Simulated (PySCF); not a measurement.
Q: Write Cartesian coordinates for `N#CCSC[SiH3]` as optimised with PBE0-D3(BJ)/def2-SVP.

A: 
```
atom  x, y, z in Å
N1    -2.379    2.069   -0.390
C2    -2.099    1.031    0.039
C3    -1.682   -0.264    0.556
S4    -0.800   -1.262   -0.682
C5     0.612   -0.172   -1.036
Si6    1.916   -0.174    0.335
H7    -1.072   -0.116    1.461
H8    -2.565   -0.854    0.842
H9     0.248    0.839   -1.285
H10    1.056   -0.576   -1.961
H11    1.288    0.203    1.638
H12    2.501   -1.541    0.457
H13    2.998    0.809    0.023
```

Any rigid rotation of these coordinates is as good. Atoms count from 1 in this order. S4 (sulfide sulfur) is bent (angle 100.4°). Of the pairs four or more bonds apart, C2···H9 is among the closest relative to their van der Waals radii: 2.70 Å, 93 % of the sum of Bondi's values. Si6 (SiH3 silicon) is tetrahedral (angles from 108.7° to 110.3°).

Bonds between heavy atoms (Å): N1≡C2 1.158, C2–C3 1.455, C3–S4 1.818, S4–C5 1.818, C5–Si6 1.893.

Computed with PBE0-D3(BJ)/def2-SVP geometry optimisation, gas phase (PySCF 2.14.0).

Point group: C1 (no symmetry element, even within 0.4 Å). No PBE0-D3(BJ)/def2-SVP frequencies stand behind this structure, so it isn't proved a minimum. One conformer, not necessarily the lowest (C2–C3–S4–C5 60°, C3–S4–C5–Si6 75°).
